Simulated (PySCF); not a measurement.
Task: Write a Z-matrix for 3-bromopyridine, `Brc1cccnc1` as optimised with PBE0-D3(BJ)/def2-SVP.

Result: 
Z-matrix in Å and degrees, rows numbered from 1:
```
Br
C   1  1.8821
C   2  1.3923  1  120.68
C   3  1.3920  2  117.79  1   180.00
C   4  1.3944  3  118.75  2    -0.00
N   5  1.3302  4  123.14  3     0.01
C   6  1.3270  5  118.57  4    -0.01
H   3  1.0917  2  120.66  1    -0.00
H   4  1.0920  3  120.66  2   180.00
H   5  1.0956  4  120.33  3  -179.99
H   7  1.0954  2  120.03  1     0.01
```

The 6-membered ring C2–C3–C4–C5–N6–C7 has internal angles of 117.8° to 123.1°; it is planar, 0.00 Å rms from its mean plane, widest ring torsion 0°. The 7 heavy atoms lie in one plane (0.000 Å rms).

Method: PySCF, PBE0-D3(BJ)/def2-SVP geometry optimisation, gas phase.

Point group: Cs (every atom within 0.08 Å of its image). Stationary, but not proved a minimum.

***

Give a PBE0-D3(BJ)/def2-SVP geometry of `[F][Hf]([F])([F])[F]`. (Singlet state.)

```
atom  x, y, z in Å
Hf1    0.0165   -0.0229   -0.0119
F2    -0.3100   -0.0624    1.8631
F3     1.8918   -0.0652   -0.3372
F4    -0.7182    1.5723   -0.7458
F5    -0.8054   -1.5323   -0.8303
```

Orientation and origin are arbitrary. Atoms count from 1 in this order. Hf1 (hafnium bonded to 4 F) is tetrahedral (angles from 109.3° to 109.7°). All 4 F–Hf bonds measure 1.903 to 1.904 Å.

Bonds between heavy atoms (Å): Hf1–F2 1.904, Hf1–F3 1.904, Hf1–F4 1.903, Hf1–F5 1.904.

The calculation used PBE0-D3(BJ)/def2-SVP geometry optimisation, gas phase, def2 core potentials past Kr in PySCF 2.14.0.

Point group: Td (every atom within 0.08 Å of its image). No frequency check.
